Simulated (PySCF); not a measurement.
C4H11NSi2.
Cartesian coordinates in Å at the PBE0-D3(BJ)/def2-SVP level; atoms count from 1:
```xyz
18
C4H11NSi2 angstrom
C      2.5091   -1.3306   -1.4624
C      1.4865   -0.9359   -0.6877
C      1.3485    0.3916   -0.1227
C      0.3050    0.8723    0.5872
N     -0.9298    0.2556    0.8437
Si    -1.6226    0.5817    2.4315
Si    -1.7882   -0.6914   -0.3737
H      3.3101   -0.6395   -1.7433
H      2.5784   -2.3543   -1.8366
H      0.7196   -1.6755   -0.4303
H      2.1892    1.0769   -0.2670
H      0.4061    1.8774    1.0206
H     -3.0296    0.0905    2.4223
H     -1.5760    2.0544    2.6872
H     -0.8635   -0.1039    3.5205
H     -1.3682   -0.2079   -1.7181
H     -3.2487   -0.4716   -0.1549
H     -1.5389   -2.1636   -0.2806
```

Computed, not measured: core-valence-separated Tamm–Dancoff BHandHLYP/aug-pcX-1 (pcseg-1 on H, def2-SVPD on Si) in PySCF, non-relativistic, gas phase, PBE0-D3(BJ)/def2-SVP geometry. The energies are unshifted.

(1) List the nitrogen K-edge absorption lines.

(2) List the carbon K-edge absorption lines.

Answers

(1) 
| E (eV) | f | core hole on | main final orbital |
| --- | --- | --- | --- |
| 399.26 | 0.0100 | N5 | LUMO (78 %) |
| 399.81 | 0.0052 | N5 | LUMO+1 (35 %) |
| 400.70 | 0.0252 | N5 | LUMO+5 (64 %) |
| 400.84 | 0.0184 | N5 | LUMO+6 (64 %) |
| 401.13 | 0.0012 | N5 | LUMO+1 (37 %) |
| 401.51 | 0.0027 | N5 | spread |
| 401.93 | 0.0008 | N5 | LUMO+4 (35 %) |

The first line with a tenth or more of the strongest one's intensity is at 399.26 eV (f = 0.010), with the hole on N5 (nitrogen bridging silicon atoms). The strongest listed is at 400.70 eV (f = 0.025; N5).

(2) 
```json
{"E (eV)": "282.29", "f": "0.0565", "core hole on": "C1", "main final orbital": "LUMO (72 %)", "polarisation": "normal to the local trigonal plane"}
{"E (eV)": "282.75", "f": "0.0481", "core hole on": "C2", "main final orbital": "LUMO (67 %)", "polarisation": "normal to the local trigonal plane"}
{"E (eV)": "282.96", "f": "0.0525", "core hole on": "C3", "main final orbital": "LUMO (67 %)", "polarisation": "normal to the local trigonal plane"}
{"E (eV)": "283.54", "f": "0.0643", "core hole on": "C4", "main final orbital": "LUMO (67 %)", "polarisation": "normal to the local trigonal plane"}
{"E (eV)": "285.70", "f": "0.0090", "core hole on": "C1", "main final orbital": "LUMO+2 (49 %)", "polarisation": "in the local trigonal plane"}
{"E (eV)": "285.73", "f": "0.0173", "core hole on": "C3", "main final orbital": "LUMO+1 (37 %)", "polarisation": "in the local trigonal plane"}
{"E (eV)": "286.03", "f": "0.0141", "core hole on": "C3", "main final orbital": "spread", "polarisation": "normal to the local trigonal plane"}
{"E (eV)": "286.17", "f": "0.0224", "core hole on": "C1", "main final orbital": "LUMO+4 (43 %)", "polarisation": "in the local trigonal plane"}
{"E (eV)": "286.29", "f": "0.0211", "core hole on": "C2", "main final orbital": "LUMO+4 (41 %)", "polarisation": "in the local trigonal plane"}
{"E (eV)": "286.58", "f": "0.0127", "core hole on": "C2", "main final orbital": "spread", "polarisation": "mixed"}
{"E (eV)": "286.77", "f": "0.0063", "core hole on": "C3", "main final orbital": "LUMO+1 (42 %)", "polarisation": "in the local trigonal plane"}
{"E (eV)": "286.78", "f": "0.0191", "core hole on": "C4", "main final orbital": "LUMO+1 (65 %)", "polarisation": "in the local trigonal plane"}
{"E (eV)": "286.96", "f": "0.0020", "core hole on": "C2", "main final orbital": "LUMO+1 (43 %)", "polarisation": "in the local trigonal plane"}
{"E (eV)": "287.03", "f": "0.0007", "core hole on": "C1", "main final orbital": "LUMO+1 (62 %)", "polarisation": "–"}
{"E (eV)": "287.04", "f": "0.0004", "core hole on": "C3", "main final orbital": "LUMO+2 (46 %)", "polarisation": "–"}
{"E (eV)": "287.10", "f": "0.0002", "core hole on": "C2", "main final orbital": "LUMO+2 (61 %)", "polarisation": "–"}
{"E (eV)": "287.14", "f": "0.0049", "core hole on": "C1", "main final orbital": "LUMO+9 (37 %)", "polarisation": "normal to the local trigonal plane"}
{"E (eV)": "287.21", "f": "0.0005", "core hole on": "C3", "main final orbital": "LUMO+3 (60 %)", "polarisation": "–"}
{"E (eV)": "287.32", "f": "0.0009", "core hole on": "C1", "main final orbital": "spread", "polarisation": "–"}
```

The first line with a tenth or more of the strongest one's intensity is at 282.29 eV (f = 0.056), with the hole on C1 (terminal =CH2 carbon), polarised normal to the local trigonal plane: a 1s→π* resonance. The strongest listed is at 283.54 eV (f = 0.064; C4, 1s→π*).

Roots within 0.03 eV whose holes lie on the same, on equivalent or on shared atoms are summed into one line, and the highest roots are left out, as the search may have cut off their partners. Final orbitals are the ground state's empty Kohn–Sham orbitals. A dash: too weak, shared between unlike atoms, or no plane or axis to refer to.

Problem. What is the summed oscillator strength of the listed N K lines, and their intensity-weighted mean energy?

Solution. Σf = 0.063 over 7 lines from 399.26 to 401.93 eV; the weighted mean is 400.50 eV. The strongest line holds 40 % of the sum.

The list ends where the root search ended, not at a threshold.

On an Intel Xeon Platinum 8488C with one thread, shared host with 192 logical CPUs at a one-minute load of 104, this took 41 s wall and 1.1 GiB of memory at its peak.

One conformer stands for the species.
